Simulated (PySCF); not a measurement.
Al(F)2(SH) (AlF2HS), SMILES [F][Al]([F])[SH].

The structure is a stationary point at B3LYP-D3(BJ)/def2-SVP. Other conformers were not sampled.

The numbers are results of TDA-M06-2X/def2-SVPD (PySCF), not measurements.

Vertical excitations. The molecule is in vacuum. State labels are in the subgroup Cs.

Computed lowest excited states:
```csv
state,symmetry,energy (eV),λ (nm),f,main pairs
S1,A",5.78,214,0.064,HOMO→LUMO 91 %
S2,A",6.56,189,0.007,HOMO→LUMO+2 84 %
S3,A',6.85,181,0.009,"HOMO→LUMO+1 70 %, HOMO−1→LUMO 22 %"
S4,A',7.85,158,0.337,"HOMO−1→LUMO 65 %, HOMO−1→LUMO+2 14 %, HOMO→LUMO+1 14 %"
S5,A",8.11,153,0.000,"HOMO→LUMO+3 46 %, HOMO−1→LUMO+1 20 %, HOMO→LUMO+7 12 %"
S6,A",8.23,151,0.032,"HOMO−1→LUMO+1 72 %, HOMO→LUMO+3 16 %"
S7,A",8.39,148,0.000,"HOMO→LUMO+4 38 %, HOMO→LUMO+7 22 %, HOMO→LUMO+3 15 %, HOMO→LUMO+8 9 %"
S8,A",8.59,144,0.016,"HOMO→LUMO+4 32 %, HOMO→LUMO+7 26 %, HOMO→LUMO+5 23 %, HOMO→LUMO+3 12 %"
S9,A',8.61,144,0.157,HOMO−1→LUMO+2 67 %
S10,A',9.06,137,0.027,HOMO→LUMO+6 84 %
T1,A",5.42,229,0,HOMO→LUMO 87 %
T2,A',6.09,203,0,HOMO→LUMO+1 87 %
T3,A",6.18,201,0,HOMO→LUMO+2 81 %
T4,A',6.84,181,0,HOMO−1→LUMO 78 %
```
Triplets are in the Tamm–Dancoff approximation.
